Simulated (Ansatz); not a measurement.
An input meant for Hf(OH)4 (HfO₄H₄) (charge 0, singlet).

```yaml
crystal:
  periodic: [false, false, false]
  atoms:
    - {symbol: Hf, position_ang: [-0.000130, 0.000048, -0.000095]}
    - {symbol: O, position_ang: [-0.435159, 0.159887, 1.874733]}
    - {symbol: H, position_ang: [-0.654291, 0.246572, 2.797890]}
    - {symbol: O, position_ang: [1.899126, 0.251835, -0.243424]}
    - {symbol: H, position_ang: [2.837262, 0.375852, -0.354220]}
    - {symbol: O, position_ang: [-0.962122, 1.343133, -1.000338]}
    - {symbol: H, position_ang: [-1.441159, 1.999345, -1.497992]}
    - {symbol: O, position_ang: [-0.502265, -1.754746, -0.631241]}
    - {symbol: H, position_ang: [-0.741273, -2.621917, -0.945315]}
basis:
  gaussian: {orbitals: def2-mTZVP}
magnetization: {spin_polarized: true, initial_magnetization: 1}
hamiltonian: {xc: {name: PBE}, dispersion: d4}
scf: {omitted_lower_state_checks: [starts]}
output: {forces: true}
```

```sh
$ ansatz run in.yaml --threads 4 --pin off --events-out ev --progress --plain --max-ram 3916MiB
```

It prints (some lines left out):

```
Error: a molecule whose nuclei and cores have a total charge of 48 cannot have a net charge of 0 together with 1 unpaired electrons
```

In this input the number of unpaired electrons doesn't fit the electron count. The input was rejected before any iteration.
